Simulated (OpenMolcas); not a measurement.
Re4+ (d3) on a cation site of an ionic host was computed by SS-CASPT2, IPEA 0.25 Eh, imaginary shift 0.1 Eh with the d shell active (OpenMolcas, ANO-RCC-VTZP on the metal). Its lowest spin-free states, and all those of the highest spin:

```json
{"2S+1": "4", "Degeneracy": "1", "E (cm-1)": "0"}
{"2S+1": "2", "Degeneracy": "2", "E (cm-1)": "8820"}
{"2S+1": "2", "Degeneracy": "3", "E (cm-1)": "8940"}
{"2S+1": "2", "Degeneracy": "3", "E (cm-1)": "15120"}
{"2S+1": "4", "Degeneracy": "3", "E (cm-1)": "26520"}
{"2S+1": "4", "Degeneracy": "3", "E (cm-1)": "31480"}
{"2S+1": "2", "Degeneracy": "1", "E (cm-1)": "32190"}
{"2S+1": "2", "Degeneracy": "3", "E (cm-1)": "33070"}
{"2S+1": "2", "Degeneracy": "3", "E (cm-1)": "33870"}
{"2S+1": "2", "Degeneracy": "2", "E (cm-1)": "35080"}
{"2S+1": "2", "Degeneracy": "3", "E (cm-1)": "36390"}
{"2S+1": "2", "Degeneracy": "3", "E (cm-1)": "39870"}
{"2S+1": "4", "Degeneracy": "3", "E (cm-1)": "54530"}
```

Question: Is the site octahedral, tetrahedral or cube-like, axial, or of lower symmetry?

Answer: The states with 2S+1 = 4 have orbital degeneracies 1, 3, 3, 3. Threefold states need a cubic site. For d3 at this spin an octahedron puts the single A2 below the threefold T2 and a tetrahedron or cube puts the threefold T1 below the threefold T2, so the site is octahedral. The first gap at this spin, 26500 cm-1, is |10Dq| in ligand-field theory. The run had Re4+ with its 6 nearest chloride ions at 2.47 Å, on the Y site of Cs2NaYCl6 (a = 10.7396 Å, distance in the model lattice 2.619 Å). The rest of the host is ab initio model potentials to 7.6 Å, with orthogonalisation functions on the cations behind the ligands, and point charges beyond; the distance is set by hand and nothing relaxes, and no local charge compensation is placed. Ligand basis ANO-RCC-VDZP.

Roots that are degenerate in the reference are averaged as groups; the widest CASPT2 spread within a group is 350 cm-1 (the 3-fold group of multiplicity 2 near 59600 cm-1 above the lowest state of its run). Shifts and gaps below about the spread of the groups concerned are not significant. Over all roots computed the reference weight is 0.64 to 0.65; a low but even weight reflects the number of correlated electrons. The least metal-like active orbital is 71 % on the metal (Löwdin) and no ligand orbital is active, so the numbers are rough. Ligand-to-metal charge-transfer states are missing. With no ligand orbital active B as a rule stays too high, so bands that hang on it stand too high and its fall with covalency is understated. With one d shell and no ligand orbital active, 10Dq can be off by a tenth or more. No measured value stands beside these numbers; the geometry was set by hand and not optimised.
